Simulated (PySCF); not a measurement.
**Electric field gradients and quadrupole coupling constants**

Compound: C4H5F3O.
Z-matrix (Å and degrees, GFN2-xTB geometry), rows numbered from 1:
```
C 
O   1  1.4218
C   2  1.3240  1  118.15
F   3  1.3475  2  114.91  1    -0.14
C   3  1.3304  2  124.49  1   179.85
C   5  1.4891  3  123.07  2   179.96
F   6  1.3602  5  111.00  3   121.85
F   6  1.3604  5  111.00  3  -121.46
H   1  1.0869  2  105.45  3  -179.93
H   1  1.0925  2  111.08  3    61.04
H   1  1.0925  2  111.07  3   -60.91
H   5  1.0757  3  119.68  2    -0.02
H   6  1.1001  5  113.72  3     0.18
```

Field gradients from the PBE0/pcSseg-1 density (PySCF, non-relativistic), principal values in atomic units, ordered |Vxx| ≤ |Vyy| ≤ |Vzz|:

| atom | Vxx | Vyy | Vzz |
| --- | --- | --- | --- |
| O2 | -0.3244 | -1.5939 | 1.9184 |

Q: Find the asymmetry η = (Vxx − Vyy)/Vzz and the couplings χ = eQV/h (234.96 MHz × Q in barn × V in au), with Q(17O) = −0.0256 b.

A: 
```
atom   environment  nucleus     η  χzz (MHz)  χxx (MHz)  χyy (MHz)
  O2  ether oxygen      17O  0.66     -11.54       1.95       9.59
```

Q: What is Vzz at O2 in SI units (1 au = 9.71736 × 10²¹ V/m²)?

A: 1.9184 au = 18.641 × 10²¹ V/m².

Q: What couplings would deuterons (Q(2H) = 0.00286 b) have in place of the hydrogens, at this geometry?

A: 
```csv
atom,bonded to,bond length (Å),Vzz (au),η,χzz (kHz)
H9,C1,1.087,0.3045,0.08,205
H10,C1,1.093,0.2928,0.10,197
H11,C1,1.092,0.2928,0.10,197
H12,C5,1.076,0.3374,0.11,227
H13,C6,1.100,0.2672,0.01,180
```

Isolated species at its GFN2-xTB geometry (one conformer only). GFN2-xTB bond lengths can be off by several hundredths of an ångström, more for odd bonds, and the gradients follow them. These gradients aren't converged with respect to the basis.
